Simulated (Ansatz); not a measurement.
Computed with Ansatz (an electronic-structure program) with B3LYP-D3(BJ)/def2-TZVP. No frequencies were computed at this level.

Ansatz 0.2 input:
```yaml
crystal:
  periodic: [false, false, false]
  atoms:
    - { symbol: Si, position_ang: [-1.772311, 0.264807, 0.031363] }
    - { symbol: Si, position_ang: [0.266868, -0.738088, 0.312934] }
    - { symbol: C, position_ang: [1.819067, 0.268369, 0.386123] }
    - { symbol: O, position_ang: [1.382363, -0.3654, -0.84863] }
    - { symbol: H, position_ang: [-2.56705, 0.031401, 1.241707] }
    - { symbol: H, position_ang: [-1.687689, 1.713843, -0.172815] }
    - { symbol: H, position_ang: [-2.516978, -0.300018, -1.09828] }
    - { symbol: H, position_ang: [0.500853, -2.085075, 0.829046] }
    - { symbol: H, position_ang: [1.815275, 1.34671, 0.305671] }
    - { symbol: H, position_ang: [2.759608, -0.136545, 0.731664] }
basis:
  gaussian: { orbitals: def2-tzvp }
hamiltonian:
  xc: b3lyp
  dispersion: d3bj
relax:
  max_steps: 150
```

Output:

```
Functional definition: B3LYP
1117 factors; their error is unknown
mean field evaluation 1: about -18931.4665 eV, gradient 6.0e1 eV
mean field evaluation 2: about -18894.9318 eV, gradient 1.4e2 eV
mean field evaluation 4: about -18938.8178 eV, gradient 1.3e1 eV
mean field evaluation 8: about -18939.1417 eV, gradient 1.2e-1 eV
mean field evaluation 16: about -18939.1890 eV, gradient 2.0e-4 eV
mean field -18939.18899958 eV, -696.0023582913 hartree, gradient 1.8e-5 eV, S^2 0.000000; 0 other end points of the search recorded, 0 dependent functions left out
reference -18939.18928855 eV, -696.0023689106 hartree; 24, 24 occupied and 148, 148 virtual orbitals, 1117 factors
relax step   1: F+E_penalty+E_count = -18939.55977111 eV  Δ(F+E_penalty+E_count) = +0.000e0 eV  max|allowed force component| = 1.121e0 eV/Å  Δτ_max = 0.0000 Å  (28 SCF iters, accepted)
these checks for a lower state are left out or cut short: starts, cluster_reference, orbital_swaps, neighbouring_geometries, increment
1117 factors; their error is unknown
mean field -18939.29518982 eV, -696.0062607105 hartree, gradient 1.2e-5 eV, S^2 0.000000; 0 other end points of the search recorded, 0 dependent functions left out
reference -18939.29548054 eV, -696.0062713943 hartree; 24, 24 occupied and 148, 148 virtual orbitals, 1117 factors
relax step   2: F+E_penalty+E_count = -18939.66293021 eV  Δ(F+E_penalty+E_count) = -1.032e-1 eV  max|allowed force component| = 5.361e-1 eV/Å  Δτ_max = 0.1441 Å  (30 SCF iters, accepted)
these checks for a lower state are left out or cut short: starts, cluster_reference, orbital_swaps, neighbouring_geometries, increment
1117 factors; their error is unknown
mean field evaluation 32: about -18939.3195 eV, gradient 1.1e-5 eV
mean field -18939.31948404 eV, -696.0071535068 hartree, gradient 1.1e-5 eV, S^2 0.000000; 0 other end points of the search recorded, 0 dependent functions left out
reference -18939.31977485 eV, -696.0071641938 hartree; 24, 24 occupied and 148, 148 virtual orbitals, 1117 factors
relax step   3: F+E_penalty+E_count = -18939.68787394 eV  Δ(F+E_penalty+E_count) = -2.494e-2 eV  max|allowed force component| = 2.017e-1 eV/Å  Δτ_max = 0.0504 Å  (32 SCF iters, accepted)
these checks for a lower state are left out or cut short: starts, cluster_reference, orbital_swaps, neighbouring_geometries, increment
1117 factors; their error is unknown
mean field -18939.32305923 eV, -696.0072848923 hartree, gradient 1.1e-5 eV, S^2 0.000000; 0 other end points of the search recorded, 0 dependent functions left out
reference -18939.32334968 eV, -696.0072955662 hartree; 24, 24 occupied and 148, 148 virtual orbitals, 1117 factors
relax step   4: F+E_penalty+E_count = -18939.69193434 eV  Δ(F+E_penalty+E_count) = -4.060e-3 eV  max|allowed force component| = 1.117e-1 eV/Å  Δτ_max = 0.0382 Å  (32 SCF iters, accepted)
these checks for a lower state are left out or cut short: starts, cluster_reference, orbital_swaps, neighbouring_geometries, increment
1117 factors; their error is unknown
mean field -18939.32378273 eV, -696.0073114806 hartree, gradient 1.0e-5 eV, S^2 0.000000; 0 other end points of the search recorded, 0 dependent functions left out
reference -18939.32407314 eV, -696.0073221529 hartree; 24, 24 occupied and 148, 148 virtual orbitals, 1117 factors
relax step   5: F+E_penalty+E_count = -18939.69279175 eV  Δ(F+E_penalty+E_count) = -8.574e-4 eV  max|allowed force component| = 5.510e-2 eV/Å  Δτ_max = 0.0325 Å  (32 SCF iters, accepted)
these checks for a lower state are left out or cut short: starts, cluster_reference, orbital_swaps, neighbouring_geometries, increment
1117 factors; their error is unknown
mean field -18939.32402947 eV, -696.0073205480 hartree, gradient 1.0e-5 eV, S^2 0.000000; 0 other end points of the search recorded, 0 dependent functions left out
reference -18939.32431966 eV, -696.0073312123 hartree; 24, 24 occupied and 148, 148 virtual orbitals, 1117 factors
relax step   6: F+E_penalty+E_count = -18939.69293517 eV  Δ(F+E_penalty+E_count) = -1.434e-4 eV  max|allowed force component| = 6.201e-2 eV/Å  Δτ_max = 0.0252 Å  (32 SCF iters, accepted)
these checks for a lower state are left out or cut short: starts, cluster_reference, orbital_swaps, neighbouring_geometries, increment
1117 factors; their error is unknown
mean field -18939.32459641 eV, -696.0073413829 hartree, gradient 1.0e-5 eV, S^2 0.000000; 0 other end points of the search recorded, 0 dependent functions left out
reference -18939.32488672 eV, -696.0073520514 hartree; 24, 24 occupied and 148, 148 virtual orbitals, 1117 factors
relax step   7: F+E_penalty+E_count = -18939.69338213 eV  Δ(F+E_penalty+E_count) = -4.470e-4 eV  max|allowed force component| = 7.811e-3 eV/Å  Δτ_max = 0.0086 Å  (33 SCF iters, accepted)
these checks for a lower state are left out or cut short: starts, cluster_reference, orbital_swaps, neighbouring_geometries, increment
1117 factors; their error is unknown
mean field evaluation 64: about -18939.3247 eV, gradient 9.9e-5 eV
mean field -18939.32471183 eV, -696.0073456245 hartree, gradient 1.0e-5 eV, S^2 0.000000; 0 other end points of the search recorded, 0 dependent functions left out
reference -18939.32500210 eV, -696.0073562917 hartree; 24, 24 occupied and 148, 148 virtual orbitals, 1117 factors
relax step   8: F+E_penalty+E_count = -18939.69343286 eV  Δ(F+E_penalty+E_count) = -5.073e-5 eV  max|allowed force component| = 8.058e-3 eV/Å  Δτ_max = 0.0117 Å  (33 SCF iters, accepted)
these checks for a lower state are left out or cut short: starts, cluster_reference, orbital_swaps, neighbouring_geometries, increment
1117 factors; their error is unknown
mean field -18939.32481510 eV, -696.0073494196 hartree, gradient 1.0e-5 eV, S^2 0.000000; 0 other end points of the search recorded, 0 dependent functions left out
reference -18939.32510533 eV, -696.0073600854 hartree; 24, 24 occupied and 148, 148 virtual orbitals, 1117 factors
relax step   9: F+E_penalty+E_count = -18939.69344979 eV  Δ(F+E_penalty+E_count) = -1.693e-5 eV  max|allowed force component| = 1.133e-2 eV/Å  Δτ_max = 0.0141 Å  (32 SCF iters, accepted)
these checks for a lower state are left out or cut short: starts, cluster_reference, orbital_swaps, neighbouring_geometries, increment
1117 factors; their error is unknown
mean field -18939.32480581 eV, -696.0073490780 hartree, gradient 1.0e-5 eV, S^2 0.000000; 0 other end points of the search recorded, 0 dependent functions left out
reference -18939.32509604 eV, -696.0073597440 hartree; 24, 24 occupied and 148, 148 virtual orbitals, 1117 factors
relax step  10: F+E_penalty+E_count = -18939.69346075 eV  Δ(F+E_penalty+E_count) = -1.096e-5 eV  max|allowed force component| = 4.722e-3 eV/Å  Δτ_max = 0.0035 Å  (34 SCF iters, accepted)
1117 factors; their error is unknown
mean field evaluation 96: about -18939.3248 eV, gradient 4.1e-3 eV
mean field -18939.32480581 eV, -696.0073490780 hartree, gradient 7.8e-5 eV, S^2 0.000000; 1 other end points of the search recorded, 0 dependent functions left out
reference -18939.32509604 eV, -696.0073597440 hartree; 24, 24 occupied and 148, 148 virtual orbitals, 1117 factors
Total energy: -18939.69375098 eV, -696.0209075631 hartree
Atom 0 at    -1.790916     0.250089     0.048308 Å, force    -0.001966    -0.001235     0.000325 eV/Å
Atom 1 at     0.320972    -0.719667     0.264724 Å, force    -0.001581    -0.002540    -0.000626 eV/Å
Atom 2 at     1.831193     0.287146     0.393845 Å, force     0.000499     0.004722    -0.003307 eV/Å
Atom 3 at     1.451556    -0.313761    -0.904916 Å, force     0.000329     0.000032     0.002056 eV/Å
Atom 4 at    -2.532262     0.111126     1.325474 Å, force     0.000293     0.000290    -0.001886 eV/Å
Atom 5 at    -1.629008     1.685193    -0.278140 Å, force     0.001219    -0.001398     0.000307 eV/Å
Atom 6 at    -2.563069    -0.420065    -1.025205 Å, force     0.000656     0.001174     0.001888 eV/Å
Atom 7 at     0.353662    -2.128214     0.720263 Å, force    -0.000466     0.000460    -0.000228 eV/Å
Atom 8 at     1.804241     1.373026     0.380799 Å, force     0.000131     0.001141     0.000389 eV/Å
Atom 9 at     2.753638    -0.124869     0.793631 Å, force     0.000887    -0.002647     0.001082 eV/Å
Dipole moment:    -0.215321     0.014340     0.324886 e Å
```

Cost: very roughly 100 core-seconds.
